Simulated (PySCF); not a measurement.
CH9ClOSi3, SMILES [Si@H]([SiH3])(OC)[SiH2]Cl. Coordinates come from a PBE-D3(BJ)/def2-SVP optimisation. The structure was generated by enumeration; whether it is a known compound was not checked. Other conformers were not sampled.

Computed equilibrium geometry at PBE-D3(BJ)/def2-SVP (PySCF confirms it by a frequency run) as a Z-matrix (one conformer of several):
```
Si
O 1 1.6917
C 2 1.4150 1 122.02
H 3 1.1090 2 108.45 1 -176.99
H 3 1.1152 4 107.97 2 122.07
H 3 1.1159 4 107.90 5 116.08
H 1 1.5024 2 105.47 3 172.94
Si 1 2.3650 7 109.30 2 -121.09
H 8 1.5041 1 115.56 7 38.60
H 8 1.5059 9 108.13 1 -127.08
Cl 8 2.1022 9 108.24 10 -116.86
Si 1 2.3687 7 110.73 2 122.23
H 12 1.5033 1 109.75 7 44.24
H 12 1.5057 13 109.08 1 -121.45
H 12 1.5070 13 108.95 14 -118.17
```
Charge 0, spin multiplicity 1.
